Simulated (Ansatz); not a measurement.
SiH6Cl2O2, singlet: at the start structure of a reaction step.

The input file, in.yaml:

```yaml
crystal:
  periodic: [false, false, false]
  atoms:
    - {symbol: Si, position_ang: [-1.125508, 0.214213, -1.189542]}
    - {symbol: H, position_ang: [-1.681455, -0.083013, 0.136506]}
    - {symbol: Cl, position_ang: [0.532282, -0.971018, -1.575025]}
    - {symbol: Cl, position_ang: [-2.562542, -0.487496, -2.505337]}
    - {symbol: H, position_ang: [-0.897868, 1.599958, -1.616783]}
    - {symbol: H, position_ang: [0.736378, 0.601661, 1.119850]}
    - {symbol: O, position_ang: [0.345981, 1.324776, 0.592430]}
    - {symbol: H, position_ang: [0.949011, -1.534561, 2.325258]}
    - {symbol: O, position_ang: [1.373331, -1.009422, 1.642886]}
    - {symbol: H, position_ang: [1.089571, 1.830253, 0.255088]}
    - {symbol: H, position_ang: [1.240719, -1.485551, 0.814769]}
basis:
  gaussian: {orbitals: def2-SVP}
hamiltonian: {xc: {name: wB97M-V}}
```

Launched with

```bash
ansatz run in.yaml --threads 8 --pin off --events-out ev --progress --plain --max-ram 19148MiB
```

What Ansatz 0.2.0 printed:

```
Functional definition: wB97M-V
  name "wB97M-V"
  cite "Mardirossian & Head-Gordon, J. Chem. Phys. 144, 214110 (2016) doi:10.1063/1.4952647"
  cite "Becke, J. Chem. Phys. 107, 8554 (1997) doi:10.1063/1.475007"
  cite "Vydrov & Van Voorhis, J. Chem. Phys. 133, 244103 (2010) doi:10.1063/1.3521275"
  # Of w^i u^j: cxij and so on, Table III.
  parameter omega = 0.3/bohr
  parameter cx = 0.15
  parameter cx01 = 1.007
  parameter cx10 = 0.259
  parameter css00 = 0.443
  parameter css04 = -1.437
  parameter css10 = -4.535
  parameter css20 = -3.390
  parameter css43 = 4.278
  parameter cos00 = 1.000
  parameter cos10 = 1.358
  parameter cos20 = 2.924
  parameter cos21 = -8.812
  parameter cos60 = -1.390
  parameter cos61 = 9.142
  parameter b = 6.0
  parameter c = 0.01
  gx(w, u) = 1 - cx + cx01*u + cx10*w
  gss(w, u) = css00 + css04*u^4 + css10*w + css20*w^2 + css43*w^4*u^3
  gos(w, u) = cos00 + cos10*w + (cos20 + cos21*u)*w^2 + (cos60 + cos61*u)*w^6
  exchange = spin_sum(e_x_unif_sr(omega)*gx(b97_w, b97_u_x)) + cx*exact_x_sr(omega) + exact_x_lr(omega)
  correlation = spin_sum(e_c_pw_mod_same_spin*gss(b97_w, b97_u_same))
      + integral(e_c_pw_mod_opposite_spin*gos(b97_w_opposite, b97_u_opposite)) + vv10(b, c)
1057 factors; integrals over basis functions are off by at most 1.1e-3 eV
300 factors; integrals over basis functions are off by at most 8.8e-6 eV
mean field evaluation 1: about -37095.5525 eV, gradient 5.3e1 eV
mean field evaluation 2: about -37096.3297 eV, gradient 5.1e1 eV
mean field evaluation 4: about -37100.6347 eV, gradient 1.1e0 eV
mean field evaluation 8: about -37100.7352 eV, gradient 9.7e-2 eV
mean field evaluation 16: about -37100.7352 eV, gradient 1.6e-5 eV
mean field -37100.73519114 eV, -1363.4268704929 hartree, gradient 1.6e-5 eV, S^2 0.000000; 0 other end points of the search recorded, 0 dependent functions left out
reference -37100.73523088 eV, -1363.4268719532 hartree; 35, 35 occupied and 77, 77 virtual orbitals, 1057 factors
Total energy: -37100.73523088 eV, -1363.4268719532 hartree
```

The lines “mean field evaluation” count trial sets of orbitals through the whole run, from several starts and some on an approximate energy, so they need not fall steadily or lie above the final value.

Hardware: 8 CPU threads of an Arm Neoverse V2, shared host. Wall time about 2.9 s.
